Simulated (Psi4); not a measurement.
CH5ClOSn (SMILES C[O][SnH2][Cl]), singlet, at a GFN2-xTB geometry (such geometries of metal compounds can be far from the true shape) (core potentials on Sn).

Psi4 was given this input:
```
memory 2 GB

molecule {
0 1
  Sn    0.42420914   -0.13597614    0.42719391
  Cl    0.69021593    1.09571817   -1.47984908
  O    -1.33710800   -0.99786118    0.25655442
  C    -2.57111866   -0.40143524   -0.03637063
  H     1.36104647   -1.52489188    0.51981475
  H     0.55578298    0.88024009    1.79443337
  H    -2.94075178    0.19790710    0.79817888
  H    -3.27096339   -1.21724543   -0.22001176
  H    -2.52566651    0.22708875   -0.92888804
}

set basis def2-sv(p)

energy('scf')
print_variables()
```

Q: Estimate the total energy that HF/def2-SV(P) (Psi4 1.11) returns for this input.

A: -788.2639 Eh

Q: What nuclear repulsion energy does HF/def2-SV(P) give?

A: 267.1235 Eh

Q: Predict the dipole moment from HF/def2-SV(P).

A: 1.78 D

Q: What is the computed number of basis functions (HF/def2-SV(P))?

A: 82
